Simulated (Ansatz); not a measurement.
`C[SiH2]Cl` + `[OH][GeH3]` → `Cl[SiH2][O][GeH3]` + CH₄ at 298.15 K and 1 bar (ligand exchange at the Si–C bond).

Computed with Ansatz on PBE0-D4/def2-TZVP structures; ΔE is electronic, products minus reactants. CBS: MP2 limit from def2 TZ/QZ plus the TZ coupled-cluster correction, frozen cores. This one scheme is used for every species. For Ge outer-core shells are correlated without core-valence functions, which leaves a few kJ/mol of doubt a bond. Scalar relativity is left out up to krypton. One conformer a species, not always the lowest.

| species | CCSD(T)/CBS energy (Eh) | H − E (kJ/mol) | S (J/(mol·K)) |
| --- | --- | --- | --- |
| `C[SiH2]Cl` | -789.97638 | 160.6 | 298.1 |
| `[OH][GeH3]` | -2153.69723 | 109.3 | 272.0 |
| `Cl[SiH2][O][GeH3]` | -2903.25837 | 144.9 | 370.3 |
| CH₄ | -40.46206 | 127.4 | 186.2 |

H − E and S are ideal-gas, rigid-rotor, harmonic terms from PBE0-D4/def2-TZVP, for one conformer and one mirror image of each species. 1 Eh = 2625.50 kJ/mol, R = 8.31446 J/(mol·K).

Q: By hand: ΔE, ΔH, ΔS and ΔG.

A: ΔE = (-2903.25837) + (-40.46206) − (-789.97638) − (-2153.69723) = -0.04682 Eh = -122.9 kJ/mol. Δ(H − E) = 144.9 + 127.4 − 160.6 − 109.3 = 2.4, so ΔH = -120.5 kJ/mol. ΔS = 370.3 + 186.2 − 298.1 − 272.0 = -13.6 J/(mol·K). ΔG = -120.5 − 298.15 × (-13.6)/1000 = -116.4 kJ/mol.

Q: By hand: the equilibrium constant, and the temperature at which ΔG would vanish if ΔH and ΔS stayed fixed.

A: log₁₀ K = −ΔG/(RT ln 10) = 20.4. ΔG = 0 at ΔH/ΔS = 8860 K, far beyond where these terms or the molecules hold.

The number of gas molecules stays the same, so ΔS is small and ΔH decides. A doubt of 5 kJ/mol in ΔE shifts log₁₀ K by 0.9 here. Other conformers and mirror images would add mixing entropy, several J/(mol·K) or more a flexible species. Modes under 60 cm⁻¹, often nearly free rotors, make the harmonic entropy too high. These are equilibria of isolated gas molecules and say nothing of rates. Largest T1 diagnostic: 0.011 (customary marks: 0.02 for closed shells, 0.045 for open ones).
